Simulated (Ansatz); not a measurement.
Geometry optimisation, RKS PBE0/def2-SVP in Ansatz 0.2.0.

Input:

```yaml
crystal:
  periodic: [false, false, false]
  atoms:
    - { symbol: Ge, position_ang: [-1.997465, 0.627871, 1.14014] }
    - { symbol: C, position_ang: [1.021944, -0.11324, 0.152716] }
    - { symbol: C, position_ang: [0.953359, -0.572009, -1.295052] }
    - { symbol: S, position_ang: [-1.295541, 2.529135, 1.129397] }
    - { symbol: H, position_ang: [0.636011, 0.89413, 0.285184] }
    - { symbol: H, position_ang: [-2.213566, -0.225762, 2.404755] }
    - { symbol: H, position_ang: [-2.405273, -0.152634, -0.127533] }
    - { symbol: H, position_ang: [0.441658, -0.782198, 0.817049] }
    - { symbol: H, position_ang: [2.054696, -0.132729, 0.539329] }
    - { symbol: H, position_ang: [-0.082355, -0.567568, -1.67591] }
    - { symbol: H, position_ang: [1.344834, -1.594858, -1.418222] }
    - { symbol: H, position_ang: [1.541597, 0.089762, -1.951754] }
basis:
  gaussian: { orbitals: def2-SVP }
hamiltonian:
  xc: pbe0
relax:
  f_tol: 0.03
  max_steps: 50
```

Run as:

```bash
$ ansatz run input.yaml --threads 2 --pin off --max-ram 3072MiB --backend cpu --events-out ev --progress --plain --runs-dir out
```

Q: Where does it end, and by what steps?

A: The forces met the threshold. The force dipped under the threshold on the way, but the program's further checks kept it going. After 14 steps the energy has fallen by 0.116 eV; S4 moved furthest, 0.91 Å.

```tsv
step	energy less start (eV)	largest force component (eV/Å)	accepted
0	0.0000	0.528	yes
1	-0.0691	0.205	yes
2	-0.0905	0.191	yes
3	-0.0988	0.397	yes
4	-0.1067	0.073	yes
5	-0.1098	0.024	yes
6	-0.1104	0.308	yes
7	-0.1122	0.103	yes
8	-0.1141	0.013	yes
9	-0.1138	0.132	no
10	-0.1137	0.113	no
11	-0.1144	0.047	yes
12	-0.1154	0.047	yes
13	-0.1155	0.044	yes
14	-0.1158	0.025	yes
```

```xyz
12
Properties=species:S:1:pos:R:3
Ge -2.128 0.805 1.222
C 1.087 -0.232 0.115
C 1.046 -0.643 -1.347
S -2.120 2.825 1.381
H 0.755 0.811 0.253
H -1.896 -0.164 2.401
H -2.403 0.033 -0.085
H 0.450 -0.882 0.738
H 2.104 -0.297 0.531
H 0.028 -0.572 -1.762
H 1.384 -1.682 -1.485
H 1.694 -0.002 -1.963
```

Time of the run: 47 s on 2 threads of Arm Neoverse V2, on a shared host, peak memory 0.29 GiB.
